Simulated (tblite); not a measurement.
Isomers of C6H11FO2Si. Computed with GFN2-xTB (tblite): harmonic, unscaled wavenumbers at the GFN2-xTB geometry, gas phase. Errors from tens to a few hundred cm⁻¹ against measured bands are possible. Modes of hydrogen on silicon can be 10 to 20 % off. One conformer each.

Electronic energies: GFN2-xTB at the same geometries; isomer energies are rough at this level and their order can be wrong.

```json
{"SMILES": "CO[C@]1(C(=O)F)C[C@H]([SiH3])C1", "electronic energy, lowest = 0 (kcal/mol)": "70.2"}
{"SMILES": "COC[Si@@H]1COC=C[C@@H]1F", "electronic energy, lowest = 0 (kcal/mol)": "93.0"}
{"SMILES": "C/C(=C\\F)[C@H]1CCO[SiH2]O1", "electronic energy, lowest = 0 (kcal/mol)": "0.0"}
{"SMILES": "CC/C([SiH3])=C(/OC)C(=O)F", "electronic energy, lowest = 0 (kcal/mol)": "72.2"}
{"SMILES": "CO[Si@@H](F)[C@@H]1C[C@H]1CC=O", "electronic energy, lowest = 0 (kcal/mol)": "17.2"}
{"SMILES": "C[C@]1([SiH2]F)C[C@H](OC=O)C1", "electronic energy, lowest = 0 (kcal/mol)": "18.7"}
```

How do GFN2-xTB zero-point energies change the relative energies?

```csv
SMILES,ZPE (kcal/mol),of it from modes above 1550 cm⁻¹,electronic (kcal/mol),"with ZPE, lowest = 0 (kcal/mol)",lowest mode (cm⁻¹),rings
C/C(=C\F)[C@H]1CCO[SiH2]O1,100.4,47.5,0.0,0.0,14,1
CO[Si@@H](F)[C@@H]1C[C@H]1CC=O,100.2,48.6,17.2,17.0,14,1
C[C@]1([SiH2]F)C[C@H](OC=O)C1,100.0,47.7,18.7,18.3,6i,1
CO[C@]1(C(=O)F)C[C@H]([SiH3])C1,97.5,46.7,70.2,67.3,36,1
CC/C([SiH3])=C(/OC)C(=O)F,96.7,49.0,72.2,68.6,49,0
COC[Si@@H]1COC=C[C@@H]1F,99.7,47.8,93.0,92.4,36,1
```

The zero-point energies span 3.7 kcal/mol, from `CC/C([SiH3])=C(/OC)C(=O)F` to `C/C(=C\F)[C@H]1CCO[SiH2]O1`. Slightly imaginary modes are left out of the zero-point energy: `C[C@]1([SiH2]F)C[C@H](OC=O)C1` 6.3i cm⁻¹. The order is unchanged.

What do entropy and thermal enthalpy add at 298.15 K and 1 bar (rigid rotor, harmonic oscillator, one conformer each)?

```
                         SMILES  point group  symmetry number  S (cal/(mol K))  H − H(0) (kcal/mol)  ZPE + H − H(0) − TS (kcal/mol)
CO[C@]1(C(=O)F)C[C@H]([SiH3])C1           C1                1            109.6                 8.15                            72.9
      CC/C([SiH3])=C(/OC)C(=O)F           C1                1            113.9                 8.82                            71.6
       COC[Si@@H]1COC=C[C@@H]1F           C1                1            110.4                 8.13                            75.0
```

Not tabulated: `C/C(=C\F)[C@H]1CCO[SiH2]O1` (lowest mode only 14 cm⁻¹); `CO[Si@@H](F)[C@@H]1C[C@H]1CC=O` (lowest mode only 14 cm⁻¹); `C[C@]1([SiH2]F)C[C@H](OC=O)C1` (lowest mode only 6i cm⁻¹).
